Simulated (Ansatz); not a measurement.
One change: `[CH3][GaH][SH]` becomes `[CH3][InH][SH]`.

Ansatz, PBE0-D4/def2-TZVP geometries, multiplicity 1. Each molecule was computed in one conformer, which needn't be the lowest.

Elements past krypton have def2 core potentials. Scalar relativity is left out up to krypton.

```tsv
property	`[CH3][GaH][SH]`
LUMO energy (ωB97M-V/def2-TZVPP) / eV	0.63
HOMO energy (PBE/def2-TZVPP) / eV	-6.35
HOMO–LUMO gap (ωB97M-V/def2-TZVPP) / eV	10.34
HOMO–LUMO gap (PBE0/def2-TZVPP) / eV	6.46
HOMO energy (PBE0/def2-TZVPP) / eV	-7.52
HOMO energy (B3LYP/def2-TZVPP) / eV	-7.27
```

Give the same properties after the change, and the shifts. (Best estimate.)

The calculation gave: 
```tsv
property	`[CH3][InH][SH]`	shift
LUMO energy (ωB97M-V/def2-TZVPP) / eV	0.14	-0.49
HOMO energy (PBE/def2-TZVPP) / eV	-6.08	0.27
HOMO–LUMO gap (ωB97M-V/def2-TZVPP) / eV	9.55	-0.79
HOMO–LUMO gap (PBE0/def2-TZVPP) / eV	5.91	-0.55
HOMO energy (PBE0/def2-TZVPP) / eV	-7.23	0.29
HOMO energy (B3LYP/def2-TZVPP) / eV	-6.99	0.28
```

With PBE0 the HOMO rises by 0.29 eV and the LUMO falls by 0.26 eV, so the gap narrows by about 0.55 eV. PBE moves the HOMO by 0.27 eV and ωB97M-V by 0.30 eV.

B3LYP here is the variant with VWN-RPA as its local correlation; programs differ in this.
